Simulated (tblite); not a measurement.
C₅H₁₁NSi.
Bonds: C1–C2, C2–C3 (triple), C3–Si4, Si4–N5, N5–C6, N5–C7. Hydrogens: H8, H9, H10 on C1; H11, H12 on Si4; H13, H14, H15 on C6; H16, H17, H18 on C7.

Computed with GFN2-xTB (tblite), gas phase: L-BFGS steps from a force-field or distance-geometry start until the largest atomic force falls under 0.01 eV/Å.

At the end of the run (lengths in Å): C1–C2 1.447, C1–H8 1.090, C7–H16 1.087, N5–C7 1.439, Si4–N5 1.723, C7–H18 1.099, C1–H9 1.090, C2–C3–Si4 178.6°, C3–Si4–N5 105.7°, Si4–N5–C6 121.5°, C6–N5–C7 112.4°, C3–Si4–N5–C6 43°, H11–Si4–N5–C6 162°, H16–C7–N5–Si4 29°.

Problem. These geometries were met on the way; a selection of coordinates is given. Order them by energy above the end point, lowest first.
A. C1–C2 1.494, C1–H8 1.134, C7–H16 1.126, N5–C7 1.473, Si4–N5 1.755, C7–H18 1.127, C1–H9 1.118, C2–C3–Si4 178.2°, C3–Si4–N5 113.2°, Si4–N5–C6 114.9°, C6–N5–C7 108.3°, C3–Si4–N5–C6 85°, H11–Si4–N5–C6 -151°, H16–C7–N5–Si4 54°
B. C1–C2 1.447, C1–H8 1.090, C7–H16 1.086, N5–C7 1.445, Si4–N5 1.729, C7–H18 1.096, C1–H9 1.090, C2–C3–Si4 167.2°, C3–Si4–N5 112.3°, Si4–N5–C6 119.6°, C6–N5–C7 112.2°, C3–Si4–N5–C6 67°, H11–Si4–N5–C6 -174°, H16–C7–N5–Si4 46°
C. C1–C2 1.434, C1–H8 1.079, C7–H16 1.079, N5–C7 1.448, Si4–N5 1.755, C7–H18 1.091, C1–H9 1.080, C2–C3–Si4 177.1°, C3–Si4–N5 113.2°, Si4–N5–C6 115.6°, C6–N5–C7 108.1°, C3–Si4–N5–C6 85°, H11–Si4–N5–C6 -152°, H16–C7–N5–Si4 57°
D. C1–C2 1.448, C1–H8 1.101, C7–H16 1.093, N5–C7 1.452, Si4–N5 1.739, C7–H18 1.110, C1–H9 1.098, C2–C3–Si4 169.2°, C3–Si4–N5 112.3°, Si4–N5–C6 118.1°, C6–N5–C7 109.0°, C3–Si4–N5–C6 81°, H11–Si4–N5–C6 -159°, H16–C7–N5–Si4 58°
E. C1–C2 1.445, C1–H8 1.087, C7–H16 1.089, N5–C7 1.445, Si4–N5 1.728, C7–H18 1.096, C1–H9 1.087, C2–C3–Si4 166.6°, C3–Si4–N5 113.9°, Si4–N5–C6 118.5°, C6–N5–C7 112.2°, C3–Si4–N5–C6 73°, H11–Si4–N5–C6 -171°, H16–C7–N5–Si4 51°

Solution. B (0.092 eV), E (0.153 eV), D (0.260 eV), C (0.423 eV), A (0.756 eV).

```
step  E above end (eV)  rms distance from the end, all atoms (Å)  largest force (eV/Å)  rms shift of all bonds from the end (Å)
  26             0.092                                     0.481                 0.183                                    0.003
  12             0.153                                     0.519                 0.284                                    0.004
   8             0.260                                     0.537                 0.535                                    0.010
   4             0.423                                     0.557                 0.555                                    0.011
   0             0.756                                     0.569                 1.781                                    0.026
```

Rows stand in the order of the answer.
